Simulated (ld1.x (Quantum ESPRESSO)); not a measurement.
## An all-electron radial function and its pseudo partner (nitrogen (N))

Columns: radius, all-electron u(r) and pseudo u(r) of the 2p shell (level -7.09 eV) of nitrogen in the configuration [He] 2s2 2p3; PBE, non-relativistic, PAW scheme, ld1.x (Quantum ESPRESSO) 7.5.

| r (bohr) | all-electron | pseudo |
| --- | --- | --- |
| 0.080 | 0.0496 | 0.0109 |
| 0.160 | 0.1540 | 0.0428 |
| 0.240 | 0.2732 | 0.0938 |
| 0.320 | 0.3878 | 0.1603 |
| 0.400 | 0.4892 | 0.2382 |
| 0.480 | 0.5740 | 0.3227 |
| 0.560 | 0.6426 | 0.4088 |
| 0.640 | 0.6959 | 0.4915 |
| 0.720 | 0.7348 | 0.5668 |
| 0.800 | 0.7607 | 0.6311 |
| 0.880 | 0.7754 | 0.6822 |
| 0.960 | 0.7808 | 0.7190 |
| 1.040 | 0.7786 | 0.7415 |
| 1.120 | 0.7702 | 0.7507 |
| 1.200 | 0.7569 | 0.7485 |
| 1.280 | 0.7399 | 0.7374 |
| 1.360 | 0.7200 | 0.7199 |
| 1.440 | 0.6980 | 0.6983 |
| 1.520 | 0.6746 | 0.6747 |
| 1.600 | 0.6502 | 0.6502 |
| 1.680 | 0.6253 | 0.6253 |
| 1.760 | 0.6002 | 0.6002 |
| 1.840 | 0.5751 | 0.5751 |
| 1.920 | 0.5502 | 0.5502 |
| 2.000 | 0.5258 | 0.5258 |
| 2.080 | 0.5019 | 0.5019 |

Task: How many radial nodes do the two functions have?

Result: The all-electron 2p function has n − l − 1 = 0; the pseudo-wave has 0.

Task: At about which radius was the pseudo-wave matched?

Result: 1.60 bohr. The columns agree to 0.0005 from 1.36 bohr on; several derivatives are matched, so the curves merge somewhat inside the radius.

Task: Is the pseudo-wave norm-conserving?

Result: No, it belongs to a PAW set: the norm inside the radius is not constrained, and the difference is carried by the augmentation charge.
